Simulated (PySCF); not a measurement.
Molecule: `N#CCCCCC(=O)[O-]`, [C$_{6}$H$_{8}$NO$_{2}$]-.

Bonds (- single, = double, # triple, : aromatic): N1#C2, C2-C3, C3-C4, C4-C5, C5-C6, C6-C7, C7=O8, C7-O9. C3 carries H10, H11; C4 carries H12, H13; C5 carries H14, H15; C6 carries H16, H17. Formal charges: O9 -1.

Total charge -1.

Frames of a GFN2-xTB Langevin trajectory at 600 K; GIAO PBE0/pcSseg-1 shieldings in PySCF 2.14, gas phase, non-relativistic; equivalent atoms averaged within each frame.

Referencing at the same level of theory: NH3 for 15N (σref 267.73); TMS for 13C (σref 186.93), 1H (σref 31.72); 17O (σref 336.08) vs H2O. The references are static minima.

Q: How do the shifts (ppm) fluctuate along the trajectory?

A: 
```csv
time (fs),N1,C7,C2,C6,C5,C3,C4,O8/O9,H10/H11,H12/H13
250,300.3,170.4,126.1,34.8,33.1,25.6,24.0,361.5,4.89,2.10
425,300.4,171.0,131.4,44.1,38.1,7.8,23.1,352.5,1.57,2.02
625,302.9,179.3,138.3,40.8,29.3,14.6,39.1,377.2,3.34,5.46
800,298.7,171.8,130.1,36.9,24.9,17.2,32.9,323.8,3.14,1.28
1000,279.9,165.9,129.3,42.6,25.9,28.2,42.5,349.7,3.59,3.43
mean of frames,296.4,171.7,131.0,39.8,30.3,18.7,32.3,353.0,3.31,2.86
standard deviation,9.4,4.8,4.5,3.9,5.5,8.3,8.7,19.5,1.19,1.65
```

5 frames give an uncertainty of the mean of about the standard deviation over 2.2 at best, since frames this close in time may not be independent; classical motion lacks zero-point vibration, and the reference would need the same averaging.
